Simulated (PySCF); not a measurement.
**Working out the ionisation energy of I⁺**

I⁺ [Kr] 4d10 5s2 5p4 (3P) → I²⁺ [Kr] 4d10 5s2 5p3 (4S). All numbers are calculated (PySCF 2.14, scalar relativity by spin-free X2C-1e, in x2c-TZVPPall). Frozen: [Ar] 3d10. Energies in hartree (1 hartree = 27.21139 eV):

```
             part    I⁺ (lower)   I²⁺ (upper)
              UHF  -7112.307628  -7111.656521
MP2 opposite-spin     -0.359377     -0.339018
    MP2 same-spin     -0.206370     -0.200704
```

Q: What does Hartree-Fock give?

A: (-7111.656521) − (-7112.307628) = 0.651107 hartree = 17.718 eV.

Q: What do MP2 and SCS-MP2 (6/5 opposite-spin, 1/3 same-spin) give?

A: The opposite-spin parts differ by 0.554 eV and the same-spin parts by 0.154 eV. MP2: 17.718 + (0.554) + (0.154) = 18.426 eV. SCS-MP2: 17.718 + 1.2 × (0.554) + (0.154)/3 = 18.434 eV.

Measured between the centres of the two terms (NIST): 18.750 eV, so MP2 (valence and next inner shell) is off by -0.324 eV.

What remains against the reference includes basis incompleteness, the frozen core and correlation beyond second order.
